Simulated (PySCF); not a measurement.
Worked example: dipole moment from atomic charges

CH₄Zn, SMILES [CH3][ZnH]. Atoms are numbered in the order given.

```xyz
6

Zn     0.0000     0.0000    -0.4276
H      0.0000     0.0000    -1.9722
C      0.0000     0.0000     1.5136
H      0.8834     0.5101     1.9065
H      0.0000    -1.0201     1.9065
H     -0.8834     0.5101     1.9065
```

Coordinates come from a PBE0-D3(BJ)/def2-TZVP optimisation.

Charges (e) from PySCF with CAM-B3LYP/def2-TZVPD:

```csv
atom,IAO,ESP fit
Zn1,1.093,0.639
H2,-0.494,-0.332
C3,-1.020,-0.710
H4,0.140,0.134
H5,0.140,0.134
H6,0.140,0.134
```

The dipole moment of the full density is 0.47 D.

**Question.** What dipole moment does each set of point charges give, and which comes closer to that of the density?

**Answer.** 
μ = Σ q r, and 1 e Å = 4.8032 D.
IAO: Σ q r = (0.000, 0.000, -0.236) e Å, |μ| = 1.13 D.
ESP fit: Σ q r = (0.000, 0.000, 0.073) e Å, |μ| = 0.35 D.
ESP fit comes closer in size. Point charges leave out the atoms' own dipoles (lone pairs, polarised bonds); fits to the potential absorb them, partitions of the density don't.
